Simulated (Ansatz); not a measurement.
Reaction (atomization): `C=C([SiH3])CC(N)=[Se]` → 4 C• + 9 H• + N• + Se• + Si•

Isolated molecules relaxed with PBE0-D4/def2-TZVP in Ansatz; ΔE leaves out vibrations. CCSD(T)/CBS is the MP2 limit (def2-TZVPP, def2-QZVPP) plus CCSD(T) − MP2 in def2-TZVPP, frozen cores. This one scheme is used for every species, atoms too. For atomizations the MP2-based limit and the directly extrapolated one differ by several kJ/mol either way, and by 10 to 25 for some Ge, Se and Sn compounds, so smaller differences from it don't rank the levels. Open shells (•) are unrestricted, without spin–orbit coupling. Spin–orbit coupling would lower the free atoms: a little for C, Si; clearly for Se. For Se outer-core shells are correlated without core-valence functions, so the limit isn't a true one: a few kJ/mol of doubt a bond, and 10 to 20 or more in all where bonds break to atoms. Scalar relativity is left out up to krypton. One conformer a species, not always the lowest.

`C=C([SiH3])CC(N)=[Se]`:

Z-matrix (Å, degrees):
```
Si
C 1 1.877
H 1 1.486 2 108.5
H 1 1.486 2 110.5 3 120.4
H 1 1.486 2 109.6 3 -120.1
C 2 1.506 1 118.5 3 -179.5
C 2 1.333 1 120.4 3 0.6
C 6 1.511 2 113.4 1 69.2
H 6 1.098 2 109.9 1 -170.9
H 6 1.090 2 111.5 1 -52.3
H 7 1.085 2 122.0 1 -0.3
H 7 1.089 2 121.6 1 178.5
N 8 1.329 6 114.6 2 42.1
Se 8 1.795 6 122.4 2 -139.5
H 13 1.009 8 120.7 6 -6.1
H 13 1.006 8 119.3 6 179.4
```

```json
{"species": "`C=C([SiH3])CC(N)=[Se]`", "HF/def2-TZVPP energy (Eh)": "-2900.00204"}
{"species": "C•", "HF/def2-TZVPP energy (Eh)": "-37.69248"}
{"species": "H•", "HF/def2-TZVPP energy (Eh)": "-0.49981"}
{"species": "N•", "HF/def2-TZVPP energy (Eh)": "-54.40275"}
{"species": "Se•", "HF/def2-TZVPP energy (Eh)": "-2399.82719"}
{"species": "Si•", "HF/def2-TZVPP energy (Eh)": "-288.85084"}
```

Task: Work out ΔE.

Result: ΔE = 9 × (-0.49981) + 4 × (-37.69248) + (-54.40275) + (-2399.82719) + (-288.85084) − (-2900.00204) = 1.65305 Eh = +4340.1 kJ/mol. CCSD(T)/CBS gives +6062.8 kJ/mol.

Largest T1 diagnostic among the species: 0.015.

From BLYP to BHLYP (50 % exact exchange), in def2-TZVPP and without D4, ΔE moves by −140.7 kJ/mol: exact exchange takes away binding that semilocal exchange gives to molecules. In def2-TZVPP, CCSD(T) changes the Hartree–Fock value by +1557.3 kJ/mol (the triples alone add +107.8 kJ/mol) and MP2 by +1648.9 kJ/mol; breaking electron pairs costs correlation energy, which Hartree–Fock lacks.
